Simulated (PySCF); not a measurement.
# Simulated characterisation data

PySCF 2.14.0 with density-fitted response routines calculation with shieldings: GIAO PBE0/pcSseg-1 and GFN2-xTB geometry; non-relativistic, single conformer, fast rotation and ring inversion assumed for equivalent nuclei, isolated molecule.

Scale: 1H (31.72 ppm), 13C (186.93 ppm) against TMS (reference shieldings calculated alike). Splittings of carbon signals by F and P are missing where no couplings were computed. Where no couplings were computed, multiplicities follow the n + 1 count of equivalent neighbours, and m marks all less simple cases (inequivalent or close neighbours, rings, F or P nearby). Shifts are as computed. Against solution values, carbons near 30 ppm lie about +3 ppm off and those near 130 ppm about +5 ppm. Of 1211 compounds with measured shifts, 218 miss one by over three times the rms of a fit or turn the order of signals round; such compounds aren't used in these exercises.

**1.** `C1C([P@]2(=O)[C@H](C)C2)CC1`, C$_{7}$H$_{13}$OP. 1H NMR (400 MHz, computed): δ 3.04 (m, 1H), 2.87 (m, 1H), 2.32 (m, 1H), 2.16 (m, 1H), 2.11 (m, 1H), 2.09 (m, 1H), 2.08 (m, 1H), 1.96 (m, 1H), 1.86 (m, 1H), 1.08 (m, 3H), 0.18 (m, 1H). 13C{1H} NMR (computed): δ 32.6 (CH), 22.6 (CH), 21.2 (CH2), 21.2 (CH2), 21.0 (CH2), 19.9 (CH2), 17.8 (CH3).

**2.** `CC1=C(C(C)C)[P@]1(C)=O`, C$_{7}$H$_{13}$OP. 1H NMR (400 MHz, computed): δ 2.96 (m, 1H), 2.32 (m, 3H), 1.66 (m, 3H), 1.26 (d, 3H), 1.05 (d, 3H). 13C{1H} NMR (computed): δ 182.4, 169.1, 31.3, 24.3, 23.9, 20.8, 14.7.
